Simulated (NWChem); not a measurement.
System: MgBr2; SMILES [Br][Mg][Br]

The following NWChem deck was run.

```
start job
memory heap 200 mb stack 900 mb global 1100 mb
geometry units angstroms noautosym nocenter noautoz
  Mg     0.000000     0.000000     0.156600
  Br     2.341420     0.000000     0.156461
  Br    -2.341420     0.000000     0.156461
end
basis spherical
  * library def2-svpd
end
dft
  xc b3lyp
  iterations 150
end
tddft
  cis
  nroots 6
  notriplet
end
task tddft energy
```

NWChem printed, in part:

```
             Northwest Computational Chemistry Package (NWChem) 7.3.0
             --------------------------------------------------------

                             Geometry "geometry" -> ""
                             -------------------------

 Output coordinates in angstroms (scale by  1.889725989 to convert to a.u.)

  No.       Tag          Charge          X              Y              Z
 ---- ---------------- ---------- -------------- -------------- --------------
    1 Mg                  12.0000     0.00000000     0.00000000     0.15660000
    2 Br                  35.0000     2.34142000     0.00000000     0.15646100
    3 Br                  35.0000    -2.34142000     0.00000000     0.15646100

 Effective nuclear repulsion energy (a.u.)     328.2751293611

                                 NWChem DFT Module
                                 -----------------

 Summary of "ao basis" -> "ao basis" (spherical)
 ------------------------------------------------------------------------------
       Tag                 Description            Shells   Functions and Types
 ---------------- ------------------------------  ------  ---------------------
 Mg                        def2-svpd                 9       21   4s4p1d
 Br                        def2-svpd                15       41   6s5p4d

            General Information
            -------------------
          SCF calculation type: DFT
          Wavefunction type:  closed shell.
          No. of atoms     :     3
          No. of electrons :    82
           Alpha electrons :    41
            Beta electrons :    41
          Charge           :     0
          Spin multiplicity:     1
          Use of symmetry is: off; symmetry adaption is: off
          Maximum number of iterations: 150
          AO basis - number of functions:   103
                     number of shells:    39
          Convergence on energy requested:  1.00D-06
          Convergence on density requested:  1.00D-05
          Convergence on gradient requested:  5.00D-04

              XC Information
              --------------
                         B3LYP Method XC Potential
                     Hartree-Fock (Exact) Exchange  0.200
                        Slater Exchange Functional  0.800 local
                    Becke 1988 Exchange Functional  0.720 non-local
              Lee-Yang-Parr Correlation Functional  0.810
                  VWN I RPA Correlation Functional  0.190 local

             Grid Information
             ----------------
          Grid used for XC integration:  medium
          Radial quadrature: Mura-Knowles
          Angular quadrature: Lebedev.
          Tag              B.-S. Rad. Rad. Pts. Rad. Cut. Ang. Pts.
          ---              ---------- --------- --------- ---------
          Mg                  1.50       88          13.0       590
          Br                  1.15      112          15.0       590
          Grid pruning is: on
          Number of quadrature shells:   312
          Spatial weights used:  Erf1

      Superposition of Atomic Density Guess
      -------------------------------------

 Sum of atomic energies:       -5343.71142996

      Non-variational initial energy
      ------------------------------

 Total energy =   -5344.016156
 1-e energy   =   -8097.339332
 2-e energy   =    2425.048047
 HOMO         =      -0.414124
 LUMO         =      -0.072446

   convergence    iter        energy       DeltaE   RMS-Dens  Diis-err
 ---------------- ----- ----------------- --------- --------- ---------
 d= 0,ls=0.0,diis     1  -5347.8853627225 -5.68D+03  1.24D-02  4.52D-01
 d= 0,ls=0.0,diis     2  -5347.8861116118 -7.49D-04  7.19D-03  3.83D-01
 d= 0,ls=0.0,diis     3  -5347.9286574277 -4.25D-02  1.59D-03  1.62D-02
 d= 0,ls=0.0,diis     4  -5347.9310579374 -2.40D-03  2.72D-04  3.37D-04
 d= 0,ls=0.0,diis     5  -5347.9311148837 -5.69D-05  3.57D-05  1.38D-05
  Resetting Diis
 d= 0,ls=0.0,diis     6  -5347.9311166558 -1.77D-06  7.71D-06  4.45D-07
 d= 0,ls=0.0,diis     7  -5347.9311167409 -8.51D-08  2.72D-06  6.29D-09

         Total DFT energy =    -5347.931116740916
      One electron energy =    -8099.203727498750
           Coulomb energy =     2622.281258999265
    Exchange-Corr. energy =     -199.283777602576
 Nuclear repulsion energy =      328.275129361146

 Numeric. integr. density =       82.000000376997

                       DFT Final Molecular Orbital Analysis
                       ------------------------------------

 Vector   39  Occ=2.000000D+00  E=-3.068567D-01
              MO Center=  5.9D-06,  5.4D-07,  1.6D-01, r^2= 6.6D+00
   Bfn.  Coefficient  Atom+Function         Bfn.  Coefficient  Atom+Function
  ----- ------------  ---------------      ----- ------------  ---------------
    38      0.276314  2 Br py                39      0.276560  2 Br pz
    79      0.276314  3 Br py                80      0.276559  3 Br pz
    35      0.256754  2 Br py                36      0.256982  2 Br pz
    76      0.256753  3 Br py                77      0.256981  3 Br pz
    32     -0.170264  2 Br py                33     -0.170415  2 Br pz

 Vector   40  Occ=2.000000D+00  E=-3.013890D-01
              MO Center= -2.3D-06, -1.8D-06,  1.6D-01, r^2= 6.8D+00
   Bfn.  Coefficient  Atom+Function         Bfn.  Coefficient  Atom+Function
  ----- ------------  ---------------      ----- ------------  ---------------
    38      0.270770  2 Br py                39     -0.269822  2 Br pz
    79     -0.270771  3 Br py                80      0.269823  3 Br pz
    35      0.266557  2 Br py                36     -0.265624  2 Br pz
    76     -0.266557  3 Br py                77      0.265624  3 Br pz
    32     -0.175362  2 Br py                33      0.174748  2 Br pz

 Vector   41  Occ=2.000000D+00  E=-3.013890D-01
              MO Center= -5.9D-06,  1.8D-06,  1.6D-01, r^2= 6.8D+00
   Bfn.  Coefficient  Atom+Function         Bfn.  Coefficient  Atom+Function
  ----- ------------  ---------------      ----- ------------  ---------------
    38      0.269822  2 Br py                39      0.270770  2 Br pz
    79     -0.269823  3 Br py                80     -0.270771  3 Br pz
    35      0.265624  2 Br py                36      0.266557  2 Br pz
    76     -0.265624  3 Br py                77     -0.266557  3 Br pz
    32     -0.174748  2 Br py                33     -0.175362  2 Br pz

 Vector   42  Occ=0.000000D+00  E=-8.203611D-02
              MO Center= -1.1D-11, -4.3D-08,  1.6D-01, r^2= 6.2D+00
   Bfn.  Coefficient  Atom+Function         Bfn.  Coefficient  Atom+Function
  ----- ------------  ---------------      ----- ------------  ---------------
     4      0.935313  1 Mg s                  3      0.768980  1 Mg s
    37      0.303890  2 Br px                78     -0.303890  3 Br px
     2      0.279986  1 Mg s                 34      0.189142  2 Br px
    75     -0.189142  3 Br px                25     -0.187484  2 Br s
    66     -0.187484  3 Br s                 40      0.180871  2 Br px

 Vector   43  Occ=0.000000D+00  E=-2.986297D-02
              MO Center=  7.1D-09,  1.3D-04,  1.6D-01, r^2= 6.7D+00
   Bfn.  Coefficient  Atom+Function         Bfn.  Coefficient  Atom+Function
  ----- ------------  ---------------      ----- ------------  ---------------
    12      0.506143  1 Mg py                15      0.381044  1 Mg py
     9      0.288174  1 Mg py                13     -0.266334  1 Mg pz
    16     -0.200507  1 Mg pz                38     -0.173772  2 Br py
    79     -0.173772  3 Br py                 6      0.151208  1 Mg py
    10     -0.151638  1 Mg pz                41     -0.147381  2 Br py

 Vector   44  Occ=0.000000D+00  E=-2.986297D-02
              MO Center=  6.2D-09, -1.3D-04,  1.6D-01, r^2= 6.7D+00
   Bfn.  Coefficient  Atom+Function         Bfn.  Coefficient  Atom+Function
  ----- ------------  ---------------      ----- ------------  ---------------
    13      0.506143  1 Mg pz                16      0.381044  1 Mg pz
    10      0.288174  1 Mg pz                12      0.266334  1 Mg py
    15      0.200507  1 Mg py                39     -0.173772  2 Br pz
    80     -0.173772  3 Br pz                 7      0.151208  1 Mg pz
     9      0.151638  1 Mg py                42     -0.147381  2 Br pz

     Multipole analysis of the density
     ---------------------------------

     L   x y z        total         alpha         beta         nuclear
     -   - - -        -----         -----         ----         -------
     0   0 0 0     -0.000000    -41.000000    -41.000000     82.000000

[...]

                                NWChem TDDFT Module
                                -------------------

            General Information
            -------------------
           No. of orbitals :     206
            Alpha orbitals :     103
             Beta orbitals :     103
        Alpha frozen cores :       0
         Beta frozen cores :       0
     Alpha frozen virtuals :       0
      Beta frozen virtuals :       0
         Spin multiplicity :       1
    Number of AO functions :     103
        Use of symmetry is : off
      Symmetry adaption is : off
         Schwarz screening :  0.10D-07

              XC Information
              --------------
                  B3LYP Method XC Potential
              Hartree-Fock (Exact) Exchange   0.20
                 Slater Exchange Functional   0.80 local
             Becke 1988 Exchange Functional   0.72 non-local
       Lee-Yang-Parr Correlation Functional   0.81
           VWN I RPA Correlation Functional   0.19 local

             TDDFT Information
             -----------------
          Calculation type : Tamm-Dancoff TDDFT
         Wavefunction type : Restricted singlets
          No. of electrons :      82
           Alpha electrons :      41
            Beta electrons :      41
              No. of roots :       6
          Max subspacesize :    5200
            Max iterations :     100
               Target root :       1
           Target symmetry : none
      Symmetry restriction : off
                 Algorithm : Optimal
        Davidson threshold :  0.10D-03

    6 smallest eigenvalue differences (eV)
--------------------------------------------------------
  No. Spin  Occ  Vir  Irrep   E(Occ)    E(Vir)   E(Diff)
--------------------------------------------------------
    1    1   41   42 a        -0.301    -0.082     5.969
    2    1   40   42 a        -0.301    -0.082     5.969
    3    1   39   42 a        -0.307    -0.082     6.118
    4    1   38   42 a        -0.307    -0.082     6.118
    5    1   37   42 a        -0.339    -0.082     6.981
    6    1   41   43 a        -0.301    -0.030     7.389
--------------------------------------------------------

  Entering Davidson iterations
  Restricted singlet excited states

  Iter   NTrls   NConv    DeltaV     DeltaE      Time
  ----  ------  ------  ---------  ---------  ---------
    1      6       0     0.93E-01   0.10+100       14.0
    2     12       0     0.24E-01   0.21E-01       11.5
    3     18       0     0.76E-02   0.76E-03       10.1
    4     24       2     0.12E-02   0.31E-04       11.6
    5     28       4     0.63E-02   0.50E-04        8.4
    6     30       5     0.18E-02   0.17E-03        6.7
    7     31       5     0.26E-03   0.44E-05        6.4
    8     32       5     0.12E-03   0.75E-07        8.4
    9     33       6     0.66E-04   0.14E-07        9.4
  ----  ------  ------  ---------  ---------  ---------
  Convergence criterion met

  Ground state a       -5347.931116740916 a.u.

  ----------------------------------------------------------------------------
  Root   1 singlet a              0.182648695 a.u.                4.9701 eV
  ----------------------------------------------------------------------------
     Transition Moments    X  0.00002   Y  0.00000   Z  0.00000
     Dipole Oscillator Strength                    0.0000000000
     Electric Quadrupole                           0.0000001797
     Magnetic Dipole                               0.0000006112
     Total Oscillator Strength                     0.0000007909

     Occ.   41  a   ---  Virt.   42  a        0.99791
  ----------------------------------------------------------------------------
  Root   2 singlet a              0.182648707 a.u.                4.9701 eV
  ----------------------------------------------------------------------------
     Transition Moments    X  0.00002   Y -0.00000   Z  0.00000
     Dipole Oscillator Strength                    0.0000000000
     Electric Quadrupole                           0.0000001797
     Magnetic Dipole                               0.0000006112
     Total Oscillator Strength                     0.0000007909

     Occ.   40  a   ---  Virt.   42  a       -0.99791
  ----------------------------------------------------------------------------
  Root   3 singlet a              0.190409644 a.u.                5.1813 eV
  ----------------------------------------------------------------------------
     Transition Moments    X -0.00000   Y -0.52698   Z -0.51281
     Dipole Oscillator Strength                    0.0686337212
     Electric Quadrupole                           0.0000000020
     Magnetic Dipole                               0.0000000011
     Total Oscillator Strength                     0.0686337243

     Occ.   39  a   ---  Virt.   42  a        0.99765
  ----------------------------------------------------------------------------
  Root   4 singlet a              0.190409656 a.u.                5.1813 eV
  ----------------------------------------------------------------------------
     Transition Moments    X -0.00000   Y  0.51281   Z -0.52698
     Dipole Oscillator Strength                    0.0686337194
     Electric Quadrupole                           0.0000000020
     Magnetic Dipole                               0.0000000010
     Total Oscillator Strength                     0.0686337224

     Occ.   38  a   ---  Virt.   42  a       -0.99765
  ----------------------------------------------------------------------------
  Root   5 singlet a              0.228004101 a.u.                6.2043 eV
  ----------------------------------------------------------------------------
     Transition Moments    X  0.85150   Y -0.00000   Z -0.00000
     Dipole Oscillator Strength                    0.1102102253
     Electric Quadrupole                           0.0000000040
     Magnetic Dipole                               0.0000000059
     Total Oscillator Strength                     0.1102102352

     Occ.   37  a   ---  Virt.   42  a       -0.82839
     Occ.   40  a   ---  Virt.   43  a       -0.37518
     Occ.   40  a   ---  Virt.   44  a        0.11575
     Occ.   41  a   ---  Virt.   43  a       -0.11575
     Occ.   41  a   ---  Virt.   44  a       -0.37518
  ----------------------------------------------------------------------------
  Root   6 singlet a              0.235055948 a.u.                6.3962 eV
  ----------------------------------------------------------------------------
     Transition Moments    X  0.00000   Y  0.00000   Z -0.00000
     Dipole Oscillator Strength                    0.0000000000
     Electric Quadrupole                           0.0000000000
     Magnetic Dipole                               0.0000000000
     Total Oscillator Strength                     0.0000000000

     Occ.   40  a   ---  Virt.   43  a       -0.20771
     Occ.   40  a   ---  Virt.   44  a       -0.67316
     Occ.   41  a   ---  Virt.   43  a        0.67318
     Occ.   41  a   ---  Virt.   44  a       -0.20766

              Target root =      1
          Target symmetry = none
      Ground state energy =  -5347.931116740916
        Excitation energy =      0.182648694555
     Excited state energy =  -5347.748468046361

  stored tddft:energy   -5347.7484680463613
```

Level: B3LYP/def2-SVPD, TDA. All runs use the structure optimised with PBE0/def2-SVP.
